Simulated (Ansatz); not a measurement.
Gas-phase electronic energies from Ansatz, PBE0-D4/def2-TZVP geometries. CBS: MP2 limit from def2 TZ/QZ plus the TZ coupled-cluster correction, frozen cores. DFT in def2-TZVPP. For Ge outer-core shells are correlated without core-valence functions, which leaves a few kJ/mol of doubt a bond. Scalar relativity is left out up to krypton. One conformer a species, not always the lowest.

`[F][Ge]([F])([Cl])[Cl]` + `CC(C)(C)N[Si](F)(F)F` → `CC(C)(C)[NH][Ge]([F])([Cl])[Cl]` + `F[Si](F)(F)F`  (redistribution)

**Question.** Is it downhill or uphill in electronic energy at CCSD(T)/CBS, and by how much? (Estimate.)

**Answer.** Ansatz gave: Downhill: ΔE = -0.53 eV.

**Question.** What do these levels give: r2SCANh-D4, B2PLYP, r2SCAN, RPA@PBE/def2-TZVPP, CCSD(T)/def2-SVP, CCSD/def2-TZVPP? (Estimate.)

**Answer.** Computed: r2SCANh-D4 -0.40, B2PLYP -0.42, r2SCAN -0.38, RPA@PBE/def2-TZVPP -0.50, CCSD(T)/def2-SVP -0.32, CCSD/def2-TZVPP -0.49 eV.

Largest T1 diagnostic among the species: 0.011.

From BLYP to BHLYP (50 % exact exchange), in def2-TZVPP and without D4, ΔE moves by −0.05 eV. In def2-TZVPP, CCSD(T) changes the Hartree–Fock value by −0.13 eV (the triples alone add −0.02 eV) and MP2 by −0.18 eV. The D4 term adds −0.05 eV with B3LYP and −0.03 eV with PBE0; it sums over pairs of atoms, weighted by their polarisabilities, and B3LYP, whose exchange is more repulsive, gets the larger term.

B3LYP here is the variant with VWN-RPA as its local correlation; programs differ in this.
